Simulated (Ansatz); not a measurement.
Start from `C[O][W]([Cl])([Cl])([Cl])([Cl])[O]C` and change one element to get `C[O][Mo]([Cl])([Cl])([Cl])([Cl])[O]C`.

Ansatz, PBE0-D4/def2-TZVP geometries, multiplicity 1. Each molecule was computed in one conformer, which needn't be the lowest.

Elements past krypton have def2 core potentials.

| property | `C[O][W]([Cl])([Cl])([Cl])([Cl])[O]C` |
| --- | --- |
| zero-point energy (PBE0-D4/def2-TZVP) / kJ/mol | 237.4 |
| LUMO energy (PBE/def2-TZVPP) / eV | -4.84 |
| HOMO energy (ωB97M-V/def2-TZVPP) / eV | -10.60 |
| HOMO energy (PBE0/def2-TZVPP) / eV | -8.40 |
| HOMO–LUMO gap (ωB97M-V/def2-TZVPP) / eV | 8.06 |
| LUMO energy (ωB97M-V/def2-TZVPP) / eV | -2.54 |

Question: What does the change do to each property? (Estimate.)

Answer: The calculation gave: 
| property | `C[O][Mo]([Cl])([Cl])([Cl])([Cl])[O]C` | shift |
| --- | --- | --- |
| zero-point energy (PBE0-D4/def2-TZVP) / kJ/mol | 236.4 | -1.0 |
| LUMO energy (PBE/def2-TZVPP) / eV | -4.92 | -0.08 |
| HOMO energy (ωB97M-V/def2-TZVPP) / eV | -10.53 | 0.07 |
| HOMO energy (PBE0/def2-TZVPP) / eV | -8.35 | 0.05 |
| HOMO–LUMO gap (ωB97M-V/def2-TZVPP) / eV | 7.85 | -0.21 |
| LUMO energy (ωB97M-V/def2-TZVPP) / eV | -2.68 | -0.14 |

With PBE0 the HOMO rises by 0.05 eV and the LUMO falls by 0.13 eV, so the gap narrows by about 0.18 eV. PBE moves the HOMO by 0.05 eV and ωB97M-V by 0.07 eV.
